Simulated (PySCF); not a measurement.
# From computed data to an observable: chemical shift, span and skew from a shielding tensor

CH4AlFS, SMILES C[S][AlH][F]. Atoms are numbered in the order given.

```xyz
8

Al     0.5008     0.9115     0.0000
F     -0.2623     2.3921     0.0000
H      2.0713     0.8429     0.0000
S     -0.7478    -0.8635     0.0000
C      0.5539    -2.1755     0.0000
H      1.5708    -1.7570     0.0000
H      0.4243    -2.7974    -0.8958
H      0.4243    -2.7974     0.8958
```
Charge 0, spin multiplicity 1.

Coordinates come from a B3LYP-D3(BJ)/def2-SVP optimisation. The values are those of a single conformer.

GIAO shieldings from B3LYP/pcSseg-1 in PySCF, non-relativistic, no solvent. The symmetric part of the tensor of C5 has the principal values 155.9, 164.5, 185.8 ppm. The same nucleus in TMS has σ = 181.3 ppm at this level (PySCF, at its B3LYP-D3(BJ)/def2-TZVP geometry).

Task: Work out the isotropic shielding, the ¹³C shift against TMS, the span and the skew.

Result: 
σ(iso) = (σ11 + σ22 + σ33)/3 = 168.7 ppm. δ = σ(ref) − σ(iso) = 181.3 − (168.7) = 12.6 ppm.
Span Ω = σ33 − σ11 = 29.9 ppm. Skew κ = 3(σ(iso) − σ22)/Ω = 0.42. Tumbling in solution averages the tensor to δ; in a static solid the shielding alone would spread this spin-1/2 line over Ω.
